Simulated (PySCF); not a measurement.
# Tl (thallium, neutral) across methods

[Xe] 4f14 5d10 6s2 7s1, 2S determinant (an excited configuration). All numbers are calculated (PySCF 2.14, a scalar-relativistic core potential, in aug-cc-pwCVDZ-PP with ECP60MDF). The B2PLYP total includes its PT2 part (frozen core); its orbital energies are those of the SCF part.

```csv
method,E (hartree),mean ε 6s α (eV),mean ε 6s β (eV),mean ε 7s α (eV),Σ⟨r²⟩ (bohr²),⟨S²⟩
UHF,-171.42162,-14.693,-14.505,-2.525,100.3,0.750
MN15,-172.0783,-14.169,-13.997,-1.677,96.66,0.750
PBEsol,-172.2434,-12.176,-12.136,-1.696,98.49,0.750
PBE,-172.4421,-12.096,-12.045,-1.726,98.73,0.750
r2SCANh,-172.4543,-12.589,-12.624,-1.819,98.36,0.750
B2PLYP,-172.0768,-13.667,-13.571,-2.072,99.03,0.750
PBE0,-172.4031,-12.988,-12.913,-2.008,98.97,0.750
LDA,-172.1593,-12.457,-12.406,-1.677,97.39,0.750
r2SCAN,-172.4784,-12.224,-12.280,-1.716,98.35,0.750
```

Energies and moments cover only the electrons outside the core potential. Spin-orbit coupling, which splits the p, d and f shells strongly at this Z, is absent. The outer electron is Rydberg-like, and this basis confines it to a smaller radius and binds it less than a complete one would.
